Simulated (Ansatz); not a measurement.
Ideal-gas functions of `N#C[Si](F)(F)Cl` at 600 K and 1 bar, from an Ansatz frequency run at PBE0-D4/def2-TZVP.

Molar mass 127.55 g/mol, point group Cs (symmetry number 1), electronic degeneracy 1, moments of inertia 178.308, 268.164, 323.07 u Å². Harmonic wavenumbers (cm⁻¹, unscaled): 116, 142, 228, 272, 318, 389, 397, 547, 694, 931, 1012, 2353.

Use S(trans) = R[1.5 ln M + 2.5 ln T − 1.1517]; rotational temperatures θ = 24.2544 K / I; S(rot) = R[ln(√π/σ · √(T³/θAθBθC)) + 1.5]; for each mode x = 1.438777 ν̃/T, S = R[x/(eˣ − 1) − ln(1 − e⁻ˣ)] and H = RT x/(eˣ − 1); 1 cm⁻¹ = 0.0119627 kJ/mol; R = 8.31446 J/(mol·K).

By hand: the entropy, in J/(mol·K).

Translation 183.9. Rotation: θ = 0.136, 0.0904, 0.0751 K, giving 126.1. Vibration, mode by mode: 18.98, 17.31, 13.44, 12.01, 10.77, 9.19, 9.03, 6.63, 4.98, 3.17, 2.72, 0.20, in all 108.4. Electronic 0.0. Sum 418.4 J/(mol·K).

By hand: H − E and G − E in kJ/mol, counted from the electronic energy.

Zero-point energy ½ × 7399 × 0.0119627 = 44.3; thermal vibration 32.1; translation, rotation and pV give 4 RT = 20.0. H − E = 96.4 kJ/mol, and G − E = 96.4 − 600 × 418.4/1000 = -154.6 kJ/mol.

Vibration gives 26 % of the entropy, 36.3 J/(mol·K) of it from the modes under 150 cm⁻¹: soft modes count most, and the harmonic formula is weakest for them.
